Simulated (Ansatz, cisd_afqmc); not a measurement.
Species: Sb, charge -1, triplet.

Total energies in def2-SVPD, 6 correlated electrons, 9 frozen orbitals. Radicals and triplets start from unrestricted determinants; spin-orbit coupling is neglected. Cores are frozen in correlated methods (noble-gas shells, and filled d and f shells in the p block). Past Kr the def2 sets carry scalar-relativistic core potentials. The Monte Carlo rows (phaseless AFQMC, CISD trial, step 0.005/hartree) carry one-sigma bars that omit the constraint's bias. Outlying blocks are dropped, and bars are widened where a walk drifts. Over all cases where full CI ran beside it in this data, AFQMC minus full CI had a median of +0.1 mEh and passed +0.4 mEh in a tenth of the cases. Spin-orbit terms, left out, reach several kcal/mol for Br and I, and more for heavier atoms.

```
method         program         energy (Eh)  minus CCSDTQ (mEh)
----------  ----------  ------------------  ------------------
HF              Ansatz          -239.25398               80.36
MP2             Ansatz          -239.31704               17.30
CCSD            Ansatz          -239.33219                2.15
CCSD(T)         Ansatz          -239.33378                0.56
CCSDT(Q)        Ansatz          -239.33431                0.02
CCSDTQ          Ansatz          -239.33434                0.00
AFQMC/CISD  cisd_afqmc  -239.3342 ± 0.0001           0.1 ± 0.1
```

Ansatz is a first-principles code.
